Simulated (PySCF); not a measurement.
C5H14AlN: full NMR table

- Formula: C5H14AlN
- SMILES: C=[CH][AlH2-][N+](C)(C)C
- InChI: InChI=1S/C3H9N.C2H3.Al.2H/c1-4(2)3;1-2;;;/h1-3H3;1H,2H2;;;
- Point group of the computed structure: C1
- Carbon signals: 3
- Proton signals: 5

Structure with atom numbers: `[CH2:1]=[CH:2][AlH2-:3][N+:4]([CH3:5])([CH3:6])[CH3:7]`. Each H is labelled by its parent atom. Ha(C1) is cis to Al3; Hb(C1) is trans to Al3.

Relativity neglected, gas phase, rapidly exchanging positions averaged, one computed conformer. PBE0-D3(BJ)/def2-SVP structure; NMR shieldings at KT2/pcSseg-1/GIAO; PySCF 2.14.

δ = σ(ref) − σ, references computed at the same level: 1H (σ = 31.18 ppm), 13C (σ = 183.22 ppm) against TMS; NH3 for 15N (σ = 264.30 ppm); 27Al (σ = 497.73 ppm) against AlH4-.

| carbon | δC, type | δH (multiplicity) | HMBC from (2–3 bonds) | span of the C tensor (ppm) |
| --- | --- | --- | --- | --- |
| C1 | 133.6, CH2 | Ha(C1) 5.86 (m); Hb(C1) 6.36 (m) | H(C2), H(Al3) | 226 |
| C2 | 141.8, CH | 6.02 (m) | Hb(C1), Ha(C1), H(Al3) | 238 |
| C5/C6/C7 | 48.8, CH3 | 2.48 (s) | H(Al3), H(C5)/H(C6)/H(C7) | 72 |

Other nuclei:
```
 atoms  nucleus                              environment  δ (ppm)  σ (ppm)
H(Al3)       1H  hydrogen on an aluminium bonded to C, N     4.24    26.94
    N4      15N         donor nitrogen of a Lewis adduct     50.2    214.1
   Al3     27Al            aluminium bonded to C, N, 2 H     83.1    414.7
```

δC 141.8: alkene CH; the olefinic region. δC 133.6: terminal =CH2 carbon; as expected for a trigonal carbon in a double bond. δH 6.36, 5.86: hydrogen on a terminal =CH2 carbon; olefinic region. δH 6.02: hydrogen on an alkene CH; olefinic region. δH 2.48: hydrogen on a methyl carbon bonded to N; its carbon carries N, hence the downfield position.

Hydrides on Al or Ga are broadened by the quadrupolar metal nucleus. Shifts are as computed. Against solution values, carbons near 30 ppm lie about +2 ppm off and those near 130 ppm about -5 ppm. Of 1211 compounds with measured shifts, 218 miss one by over three times the rms of a fit or turn the order of signals round; such compounds aren't used in these exercises. Experimental scales use liquid or dissolved standards, which lie at an offset from isolated NH3 (liquid NH3: subtract about 20 ppm). No couplings were computed; multiplicities are counted from neighbouring protons, with m where these are inequivalent, close in shift, in a saturated or five-membered ring or joined by F or P, and br s for small geminal =CH2 splittings.
